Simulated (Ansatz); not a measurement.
Consider the formal exchange of groups at the Si–N bond: `CN([SiH3])B[SiH3]` + `N=C[SiH3]` → `N=C([SiH3])[SiH3]` + `CNB[SiH3]`.

Computed with Ansatz on PBE0-D4/def2-TZVP structures; ΔE is electronic, products minus reactants. CCSD(T)/CBS is the MP2 limit (def2-TZVPP, def2-QZVPP) plus CCSD(T) − MP2 in def2-TZVPP, frozen cores. Each species was taken in one conformer, which may not be the lowest.

```
            species  MP2/def2-QZVPP energy (Eh)
`CN([SiH3])B[SiH3]`                  -701.60716
        `N=C[SiH3]`                  -384.71305
`N=C([SiH3])[SiH3]`                  -674.95758
        `CNB[SiH3]`                  -411.34648
```

Q: Work out ΔE.

A: ΔE = (-674.95758) + (-411.34648) − (-701.60716) − (-384.71305) = 0.01615 Eh = +0.44 eV. CCSD(T)/CBS gives +0.40 eV.

Largest T1 diagnostic among the species: 0.014.

The D4 term adds +0.06 eV with B3LYP and +0.03 eV with PBE0; it sums over pairs of atoms, weighted by their polarisabilities, and B3LYP, whose exchange is more repulsive, gets the larger term. From PBE to PBE0 (25 % exact exchange), in def2-TZVPP and without D4, ΔE moves by +0.07 eV.

B3LYP here is the variant with VWN-RPA as its local correlation; programs differ in this.
